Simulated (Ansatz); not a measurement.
[MnCl4]- (MnCl4⁻), relaxed as a singlet with RKS PBE-D4/def2-SVPD in Ansatz, starting from the PBE-D4/def2-SVPD geometry of the charge -1 quintet. Force threshold 0.02 eV/Å.

The restricted singlet is unstable towards broken spin symmetry at other levels; at PBE-D4/def2-SVPD this wasn't settled. At PBE-D4/def2-SVPD a quintet of charge -1 lies 1.81 eV below the restricted singlet, each at its own geometry.

Start:

Cartesian coordinates in Å:
```
Mn 0.000 0.000 0.000
Cl 1.136 -0.739 1.792
Cl -1.199 -1.853 -0.419
Cl 0.548 0.527 -2.114
Cl -0.485 2.065 0.741
```

```json
{"step": "1", "energy (eV)": "-81372.1477", "largest force component (eV/Å)": "0.678", "SCF passes": "39"}
{"step": "2", "energy (eV)": "-81372.4446", "largest force component (eV/Å)": "0.420", "SCF passes": "25"}
{"step": "3", "energy (eV)": "-81372.6089", "largest force component (eV/Å)": "0.168", "SCF passes": "25"}
{"step": "4", "energy (eV)": "-81372.6320", "largest force component (eV/Å)": "0.021", "SCF passes": "24"}
{"step": "5", "energy (eV)": "-81372.6322", "largest force component (eV/Å)": "0.002", "SCF passes": "18"}
```

Force components are those of the run's own axes.

End:

```csv
atom,x (Å),y (Å),z (Å)
Mn1,0.000,0.000,0.000
Cl2,1.472,-0.694,1.436
Cl3,-1.526,-1.521,-0.263
Cl4,0.970,0.387,-1.903
Cl5,-0.916,1.827,0.730
```

By distances, no bond broke or formed. The bond that changes most is Mn1–Cl2, from 2.25 to 2.17 Å (atoms count from 1).

No frequencies were taken in this run, so the end may be a saddle point.

Run time 7.5 s (4 threads of Arm Neoverse V1 on a shared host).
